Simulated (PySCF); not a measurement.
**Multinuclear NMR of 2,3-difluorobenzoyl chloride**

Atom-mapped SMILES (the numbers label the heavy atoms): `[O:1]=[C:2]([Cl:3])[c:4]1[cH:5][cH:6][cH:7][c:8]([F:9])[c:10]1[F:11]`. Each H is labelled by its parent atom.

PySCF 2.14.0 with density-fitted response routines calculation with shieldings: GIAO PBE0/pcSseg-1 and GFN2-xTB structure; no relativistic terms, isolated molecule, one computed conformer.

Task: Predict the 19F NMR data.

Result: 
```
atoms    environment  σ (ppm)  δ (ppm)
  F11  aryl fluorine    308.1   -132.0
   F9  aryl fluorine    311.0   -134.6
```

Shieldings were converted by a linear fit to measured shifts: 19F (scatter 6.0 ppm rms, 7.0 ppm with the 5 outliers that the fit left out vs CFCl3, solution or neat liquid, with a term for F on sp3 carbon). Occasional misses reach two or three times the rms, and more in compound classes unlike the fitted ones.

On a 600 MHz spectrometer 19F resonates near 564.6 MHz, so 1 ppm is 564.6 Hz.

Task: What are the 17O shifts?

Result: 
| atoms | environment | σ (ppm) | δ (ppm) |
| --- | --- | --- | --- |
| O1 | carbonyl oxygen | -244.3 | 489.2 |

Shieldings were converted by a linear fit to measured shifts: 17O: δ = 266.70 − 0.911σ (rms 10.7 ppm, 155 shifts, 12.2 ppm with the 3 outliers that the fit left out vs liquid water, solution or neat liquid). A few per cent of atoms miss by over 2 rms, more outside the fitted compound classes.

On a 400 MHz spectrometer 17O resonates near 54.2 MHz, so 1 ppm is 54.2 Hz.
